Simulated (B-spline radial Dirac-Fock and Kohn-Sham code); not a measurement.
**The F-like isoelectronic sequence (9 electrons), Z = 36 to 49**

Level of theory: Dirac-Fock ΔSCF + Breit + QED; an atomic code on a B-spline grid. Binding energies in eV, tabulated ground configurations ([He] 2s2 2p5 throughout). Electron correlation is not included.

```
  ion       1s      2s  outermost level  NIST ionisation energy
Kr²⁷⁺  15846.0  3290.8      3091.7 (2p)                3072 ± 5
Rb²⁸⁺        ?       ?                ?                       ?
Sr²⁹⁺  17803.1  3742.4      3521.9 (2p)                3497 ± 6
Zr³¹⁺  19881.0  4224.8      3980.7 (2p)                3950 ± 7
Nb³²⁺  20965.7  4477.7      4220.9 (2p)                4187 ± 7
Mo³³⁺  22081.3  4738.5      4468.3 (2p)                4430 ± 7
Tc³⁴⁺  23227.9  5007.2      4722.9 (2p)                4681 ± 8
Ru³⁵⁺  24405.7  5284.0      4984.9 (2p)                4939 ± 8
Rh³⁶⁺  25615.0  5568.8      5254.1 (2p)                5203 ± 8
Pd³⁷⁺  26856.0  5861.8      5530.7 (2p)                5475 ± 9
Ag³⁸⁺  28128.9  6163.0      5814.7 (2p)                5753 ± 9
Cd³⁹⁺  29434.0  6472.5      6106.0 (2p)                6039 ± 9
In⁴⁰⁺  30771.6  6790.4      6404.8 (2p)               6331 ± 10
```

Task: Fill in the row of Rb²⁸⁺.

Result: 1s 16809.5, 2s 3512.8, outermost 3303.2 (2p), NIST 3281 ± 6 eV.

NIST's values are for the lowest levels; a dash marks a value that is missing or belongs to another shell. Their kind here: semi-empirical. Where a p, d or f shell is open in either ion the computed value averages over both j values and all terms, while the table refers to the lowest levels; that difference holds spin-orbit splitting (largest in heavy or highly charged ions), term energies where several electrons share open shells, and correlation, and it can reach 10 % or more.
